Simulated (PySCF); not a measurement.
# Ti (titanium, neutral) across methods

[Ar] 3d3 4s1, high-spin 5F determinant (an excited configuration). Calculation: PySCF 2.14, in dyall-av2z (16s12p7d2f, 101 functions); the non-relativistic Hamiltonian (point nucleus).

```json
{"method": "LDA", "E (hartree)": "-847.312", "mean ε 3p β (eV)": "-33.739", "mean ε 4s α (eV)": "-4.168", "mean ε 3d α (eV)": "-2.698", "Σ⟨r²⟩ (bohr²)": "42.39", "⟨S²⟩": "6.000"}
{"method": "wB97X-V", "E (hartree)": "-849.218", "mean ε 3p β (eV)": "-38.383", "mean ε 4s α (eV)": "-5.882", "mean ε 3d α (eV)": "-6.004", "Σ⟨r²⟩ (bohr²)": "42.27", "⟨S²⟩": "6.001"}
{"method": "PBE", "E (hartree)": "-849.129", "mean ε 3p β (eV)": "-33.658", "mean ε 4s α (eV)": "-4.003", "mean ε 3d α (eV)": "-2.660", "Σ⟨r²⟩ (bohr²)": "42.80", "⟨S²⟩": "6.000"}
{"method": "PBE0", "E (hartree)": "-849.156", "mean ε 3p β (eV)": "-35.904", "mean ε 4s α (eV)": "-4.462", "mean ε 3d α (eV)": "-3.869", "Σ⟨r²⟩ (bohr²)": "42.11", "⟨S²⟩": "6.001"}
{"method": "r2SCAN", "E (hartree)": "-849.327", "mean ε 3p β (eV)": "-34.201", "mean ε 4s α (eV)": "-4.136", "mean ε 3d α (eV)": "-2.849", "Σ⟨r²⟩ (bohr²)": "41.94", "⟨S²⟩": "6.001"}
{"method": "UHF", "E (hartree)": "-848.38162", "mean ε 3p β (eV)": "-41.784", "mean ε 4s α (eV)": "-5.581", "mean ε 3d α (eV)": "-7.492", "Σ⟨r²⟩ (bohr²)": "42.62", "⟨S²⟩": "6.002"}
{"method": "B3LYP", "E (hartree)": "-849.373", "mean ε 3p β (eV)": "-35.454", "mean ε 4s α (eV)": "-4.340", "mean ε 3d α (eV)": "-3.574", "Σ⟨r²⟩ (bohr²)": "42.16", "⟨S²⟩": "6.000"}
{"method": "TPSS", "E (hartree)": "-849.385", "mean ε 3p β (eV)": "-33.865", "mean ε 4s α (eV)": "-3.936", "mean ε 3d α (eV)": "-2.657", "Σ⟨r²⟩ (bohr²)": "42.61", "⟨S²⟩": "6.000"}
```

Question: Estimate the same row for PW91.

Answer: E (hartree) = -849.389; mean ε 3p β (eV) = -33.704; mean ε 4s α (eV) = -4.055; mean ε 3d α (eV) = -2.717; Σ⟨r²⟩ (bohr²) = 42.66; ⟨S²⟩ = 6.000.
